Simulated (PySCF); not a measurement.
Correlation energy of As⁺ (arsenic, charge +1)

[Ar] 3d10 4s2 4p2, high-spin 3P determinant. Computed with PySCF 2.14 in def2-TZVPPD (7s5p5d1f, 54 functions), with the non-relativistic Hamiltonian (point nucleus). Frozen: [Ne]; 22 electrons correlated.

MP2 pair energies summed by pair of shells (mhartree):

```json
{"pair": "3d-3d", "energy": "-95.66", "share (%)": "34.3"}
{"pair": "3p-3d", "energy": "-60.14", "share (%)": "21.6"}
{"pair": "4s-4p", "energy": "-33.65", "share (%)": "12.1"}
{"pair": "3s-3d", "energy": "-17.57", "share (%)": "6.3"}
{"pair": "3d-4s", "energy": "-15.54", "share (%)": "5.6"}
{"pair": "4s-4s", "energy": "-15.46", "share (%)": "5.5"}
{"pair": "3p-3p", "energy": "-11.43", "share (%)": "4.1"}
{"pair": "3d-4p", "energy": "-10.68", "share (%)": "3.8"}
{"pair": "3s-3p", "energy": "-6.88", "share (%)": "2.5"}
{"pair": "4p-4p", "energy": "-5.29", "share (%)": "1.9"}
{"pair": "3p-4s", "energy": "-3.25", "share (%)": "1.2"}
{"pair": "3p-4p", "energy": "-1.52", "share (%)": "0.5"}
{"pair": "3s-3s", "energy": "-1.03", "share (%)": "0.4"}
{"pair": "3s-4s", "energy": "-0.37", "share (%)": "0.1"}
{"pair": "3s-4p", "energy": "-0.25", "share (%)": "0.1"}
```

Total MP2 correlation energy: -278.73 mhartree.

Same-spin part -88.84 and opposite-spin part -189.88 mhartree; SCS-MP2 scales them by 1/3 and 6/5 to -257.47 mhartree.

This basis was not built for core-valence correlation, so the inner-shell part is incomplete.
